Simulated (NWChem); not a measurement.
All runs are NWChem calculations. System: H₃ClSi, charge 0, spin multiplicity 1, displaced from the optimised geometry. The structure started from a generated list of species.

Job file:

```
start mol
memory heap 200 mb stack 900 mb global 1100 mb
geometry units angstroms nocenter noautoz
  Si     1.016727     0.028477     0.000000
  Cl    -1.104904    -0.030948     0.000000
  H      1.496153     0.765679     1.253110
  H      1.496153     0.765679    -1.253110
  H      1.556881    -1.403926     0.000000
  symmetry group Cs
end
basis spherical
  * library def2-svp
end
dft
  xc b3lyp
  semidirect memsize 60000000 filesize 0
  iterations 100
  convergence nodiis damp 40
end
task dft gradient
```

The output up to the point where the run's verdict is printed (cleaned and shortened):

```
             Northwest Computational Chemistry Package (NWChem) 7.3.0
             --------------------------------------------------------

                                NWChem Input Module
                                -------------------

 Scaling coordinates for geometry "geometry" by  1.889725989
 (inverse scale =  0.529177249)

 Turning off AUTOSYM since
 SYMMETRY directive was detected!

                             Geometry "geometry" -> ""
                             -------------------------

 Output coordinates in angstroms (scale by  1.889725989 to convert to a.u.)

  No.       Tag          Charge          X              Y              Z
 ---- ---------------- ---------- -------------- -------------- --------------
    1 Si                  14.0000     1.01672700     0.02847700     0.00000000
    2 Cl                  17.0000    -1.10490400    -0.03094800     0.00000000
    3 H                    1.0000     1.49615300     0.76567900     1.25311000
    4 H                    1.0000     1.49615300     0.76567900    -1.25311000
    5 H                    1.0000     1.55688100    -1.40392600     0.00000000

 Effective nuclear repulsion energy (a.u.)      83.5011326026

            Nuclear Dipole moment (a.u.)
            ----------------------------
        X                 Y               Z
 ---------------- ---------------- ----------------
    -0.0000056692    -0.0000113384     0.0000000000

      Symmetry information
      --------------------

 Group name             Cs
 Group number              2
 Group order               2
 No. of unique centers     4

      Symmetry unique atoms

     1    2    3    5


 Summary of "ao basis" -> "" (spherical)
 ------------------------------------------------------------------------------
       Tag                 Description            Shells   Functions and Types
 ---------------- ------------------------------  ------  ---------------------
 *                          def2-svp                  on all atoms

                                 NWChem DFT Module
                                 -----------------
[...]
 d= 0,ls=0.5         52   -616.7257705056 -6.79D+00  5.34D-01               6.7
 d= 0,ls=0.5         53   -609.9313477685  6.79D+00  5.34D-01               6.9
 d= 0,ls=0.5         54   -616.7245536127 -6.79D+00  5.34D-01               7.0
 d= 0,ls=0.5         55   -609.9313614453  6.79D+00  5.34D-01               7.1
 d= 0,ls=0.5         56   -616.7257705056 -6.79D+00  5.34D-01               7.2
 d= 0,ls=0.5         57   -609.9313477685  6.79D+00  5.34D-01               7.4
 d= 0,ls=0.5         58   -616.7245536127 -6.79D+00  5.34D-01               7.5
 d= 0,ls=0.5         59   -609.9313614453  6.79D+00  5.34D-01               7.6
 d= 0,ls=0.5         60   -616.7257705056 -6.79D+00  5.34D-01               7.7
 d= 0,ls=0.5         61   -609.9313477685  6.79D+00  5.34D-01               7.9
 d= 0,ls=0.5         62   -616.7245536127 -6.79D+00  5.34D-01               8.0
 d= 0,ls=0.5         63   -609.9313614453  6.79D+00  5.34D-01               8.1
 d= 0,ls=0.5         64   -616.7257705056 -6.79D+00  5.34D-01               8.2
 d= 0,ls=0.5         65   -609.9313477685  6.79D+00  5.34D-01               8.4
 d= 0,ls=0.5         66   -616.7245536127 -6.79D+00  5.34D-01               8.5
 d= 0,ls=0.5         67   -609.9313614453  6.79D+00  5.34D-01               8.6
 d= 0,ls=0.5         68   -616.7257705056 -6.79D+00  5.34D-01               8.7
 d= 0,ls=0.5         69   -609.9313477685  6.79D+00  5.34D-01               8.8
 d= 0,ls=0.5         70   -616.7245536127 -6.79D+00  5.34D-01               9.0
 d= 0,ls=0.5         71   -609.9313614453  6.79D+00  5.34D-01               9.1
 d= 0,ls=0.5         72   -616.7257705056 -6.79D+00  5.34D-01               9.2
 d= 0,ls=0.5         73   -609.9313477685  6.79D+00  5.34D-01               9.3
 d= 0,ls=0.5         74   -616.7245536127 -6.79D+00  5.34D-01               9.5
 d= 0,ls=0.5         75   -609.9313614453  6.79D+00  5.34D-01               9.6
 d= 0,ls=0.5         76   -616.7257705056 -6.79D+00  5.34D-01               9.7
 d= 0,ls=0.5         77   -609.9313477685  6.79D+00  5.34D-01               9.8
 d= 0,ls=0.5         78   -616.7245536127 -6.79D+00  5.34D-01              10.0
 d= 0,ls=0.5         79   -609.9313614453  6.79D+00  5.34D-01              10.1
 d= 0,ls=0.5         80   -616.7257705056 -6.79D+00  5.34D-01              10.2
 d= 0,ls=0.5         81   -609.9313477685  6.79D+00  5.34D-01              10.3
 d= 0,ls=0.5         82   -616.7245536127 -6.79D+00  5.34D-01              10.4
 d= 0,ls=0.5         83   -609.9313614453  6.79D+00  5.34D-01              10.6
 d= 0,ls=0.5         84   -616.7257705056 -6.79D+00  5.34D-01              10.7
 d= 0,ls=0.5         85   -609.9313477685  6.79D+00  5.34D-01              10.8
 d= 0,ls=0.5         86   -616.7245536127 -6.79D+00  5.34D-01              10.9
 d= 0,ls=0.5         87   -609.9313614453  6.79D+00  5.34D-01              11.1
 d= 0,ls=0.5         88   -616.7257705056 -6.79D+00  5.34D-01              11.2
 d= 0,ls=0.5         89   -609.9313477685  6.79D+00  5.34D-01              11.3
 d= 0,ls=0.5         90   -616.7245536127 -6.79D+00  5.34D-01              11.4
 d= 0,ls=0.5         91   -609.9313614453  6.79D+00  5.34D-01              11.6
 d= 0,ls=0.5         92   -616.7257705056 -6.79D+00  5.34D-01              11.7
 d= 0,ls=0.5         93   -609.9313477685  6.79D+00  5.34D-01              11.8
 d= 0,ls=0.5         94   -616.7245536127 -6.79D+00  5.34D-01              11.9
 d= 0,ls=0.5         95   -609.9313614453  6.79D+00  5.34D-01              12.1
 d= 0,ls=0.5         96   -616.7257705056 -6.79D+00  5.34D-01              12.2
 d= 0,ls=0.5         97   -609.9313477685  6.79D+00  5.34D-01              12.3
 d= 0,ls=0.5         98   -616.7245536127 -6.79D+00  5.34D-01              12.4
 d= 0,ls=0.5         99   -609.9313614453  6.79D+00  5.34D-01              12.5
 d= 0,ls=0.5        100   -616.7257705056 -6.79D+00  5.34D-01              12.7
```

Convergence was not reached. The next line reads: Calculation failed to converge. NWChem stopped with the message: dft gradient failed.
